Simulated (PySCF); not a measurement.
# Bromine: a sound run and one with changed settings

Sound run: Br⁺ [Ar] 3d10 4s2 4p4, Br²⁺ [Ar] 3d10 4s2 4p3. Computed with PySCF 2.14 in Sapporo-DKH3-DZP-2012 (6s5p3d1f, 43 functions), with the spin-free X2C one-electron Hamiltonian (Gaussian nucleus). In the sound run the correlated levels freeze [Ar] 3d10. The sound run starts from symmetry-adapted Hartree-Fock orbitals and uses a fine grid where one is needed.

Changed run: basis STO-3G, all-electron and non-relativistic. This setting is unsound on purpose.

| species | method | sound run (hartree) | changed run (hartree) | converged |
| --- | --- | --- | --- | --- |
| Br⁺ | UHF | -2603.95774 | -2544.32459 | yes |
| Br⁺ | LDA | -2601.97991 | -2541.80796 | yes |
| Br⁺ | PBE | -2605.37613 | -2545.14680 | yes |
| Br⁺ | MP2 | -2604.03409 | -2544.32459 | yes |
| Br²⁺ | UHF | -2603.21414 | -2543.59590 | yes |
| Br²⁺ | LDA | -2601.18336 | -2541.02538 | yes |
| Br²⁺ | PBE | -2604.58980 | -2544.36677 | yes |
| Br²⁺ | MP2 | -2603.27446 | -2543.59590 | yes |

Ionisation energy of Br⁺:

| method | sound run (eV) | changed run (eV) |
| --- | --- | --- |
| UHF | 20.235 | 19.828 |
| LDA | 21.675 | 21.295 |
| PBE | 21.397 | 21.226 |
| MP2 | 20.671 | 19.828 |
| SCS-MP2 | 20.687 | 19.828 |

A minimal basis cannot let orbitals breathe on ionisation and holds almost no correlation. The Hamiltonian changed with the basis, so the totals do not compare.

For comparison, NIST gives 21.591 eV between the lowest levels.
